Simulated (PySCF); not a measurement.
## Dipole response of Er⁴⁹⁺ (erbium, charge +49)

[Ar] 3d1, 2D determinant. All numbers are calculated (PySCF 2.14, scalar relativity by spin-free X2C-1e, in an even-tempered Gaussian basis (17 s from 11 bohr⁻², ratio 2.5; 12 p from 14 bohr⁻², ratio 2.5; 7 d from 14 bohr⁻², ratio 2.5; 4 f from 49 bohr⁻², ratio 2.7; 3 g from 74 bohr⁻², ratio 2.7)). Coupled (time-dependent) response in atomic units; α is the mean over directions.

| method | mean α (bohr³) | α xx, yy, zz | C₆ (like pair) | S(−4) |
| --- | --- | --- | --- | --- |
| UHF | 0.005179 | 0.005012, 0.005012, 0.005514 | 0.0003955 | 2.052e-05 |
| PBE0 | 0.005160 | 0.004995, 0.004995, 0.005489 | 0.0003939 | 2.033e-05 |

S(−4) is the Cauchy moment in α(ω) = α(0) + S(−4) ω² + …

Spin-orbit coupling is absent.

α(iu) at PBE0:

```tsv
u (hartree)	α(iu) (bohr³)
0	0.005160
2.00	0.005080
4.00	0.004857
8.00	0.004155
12.0	0.003400
16.0	0.002770
20.0	0.002293
30.0	0.001572
40.0	0.001202
60.0	0.0008308
100	0.0005025
```

A single London oscillator, α(iu) = α/(1 + u²/ω²), gives C₆ = (3/4) ω α². Matching the computed C₆ needs ω = 4 × 0.0003939 / (3 × 0.005160²) = 19.7 hartree.

For an ion, C₆ is the dispersion term alone; charge-induced terms of lower order in 1/R come first.

The components differ because the open shell of this determinant is not spherical; for a pure term their mean is the scalar polarisability.

Spin-orbit coupling, absent here, splits the open shell strongly.
